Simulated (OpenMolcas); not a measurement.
Levels of W V by method

- Program: OpenMolcas 26.06
- Basis: ANO-R2 [8s6p5d3f2g]
- Scalar Hamiltonian: X2C, finite nucleus
- Active space: 8 electrons in 8 orbitals (RAS1 5p, at most 2 holes; RAS2 5d)
- State averaging: 2S+1 = 3 even, 10 roots; 2S+1 = 1 even, 15 roots
- Spin-orbit coupling: RASSI with atomic mean-field integrals over the reference wave functions, term energies averaged over their components

Methods on the same reference wave functions:
A. RASSCF
B. SS-RASPT2, IPEA 0.25 Eh, imaginary shift 0.1 Eh (closed shells correlated: 5s)

Energies in eV above 5d² ³F₂, the measured ground level; measured values from the list in J. Phys. B 45, 065001 (2012).

```json
{"Level": "5d² ³F₂", "A": "0.0000", "B": "0.0000", "Measured": "0.0000"}
{"Level": "5d² ³F₃", "A": "0.8757", "B": "0.912", "Measured": ""}
{"Level": "5d² ³F₄", "A": "1.6284", "B": "1.635", "Measured": "1.4282"}
{"Level": "5d² ³P₀", "A": "1.7758", "B": "1.671", "Measured": "1.5918"}
{"Level": "5d² ¹D₂ [52 %]", "A": "2.0053", "B": "1.810", "Measured": ""}
{"Level": "5d² ³P₁", "A": "2.2864", "B": "2.205", "Measured": "2.0247"}
{"Level": "5d² ³P₂ [59 %]", "A": "3.2363", "B": "3.077", "Measured": "2.8040"}
{"Level": "5d² ¹G₄", "A": "3.2424", "B": "2.999", "Measured": "2.7705"}
{"Level": "5d² ¹S₀", "A": "5.9249", "B": "5.558", "Measured": "5.3450"}
```

Deviations, from unrounded energies. A percentage is the sum of absolute deviations over the sum of measured energies, with the sign that they share, or ± where signs differ.

```
                        Against measurement  Levels      A      B
             mean absolute deviation (cm-1)       6   2900   1600
      fine structure of the ground term (%)       1  +14.0  +14.5
other terms of the ground configuration (%)       5  +13.3   +6.7
```

B lies closest to measurement on these levels. The largest miss of B in the table is 5d² ³P₂ [59 %], by +2200 cm-1. The ranking rests on the paired levels alone, and a cruder setting can come out closer through cancelling errors.

From A to B the spin-free energies of the other terms of 5d² shown, above ³F, scale by factors of 0.71 to 0.92, as is usual when dynamic correlation screens the repulsion within a d or f shell.

The lowest spin-free term lies below A's lowest term by 0.160 hartree in B.

CASPT2 does not keep the components of a term degenerate, so their means are used; among the terms shown or strongly mixed into the levels shown the widest spread is 210 cm-1 (5d² ¹G, B). Active for correlation alone: 5p; no level in the range computed is led by a configuration that opens it, so any true level of that kind is missing. Without dynamic correlation excited terms often stand tens of per cent too high (terms of higher spin than the ground term too low), and those without a measured partner can miss by more than the paired ones (holds for A). Measured partners are found by configuration, term and J. A level has none where our copy of the source lacks it or the pairing is in doubt (some pairs that miss far off the trend of their configuration count as doubtful), and it then counts in no deviation. Only configurations of the active space appear.

A share in square brackets marks a mixed level and gives the weight of the term that names it, the lowest over the columns.
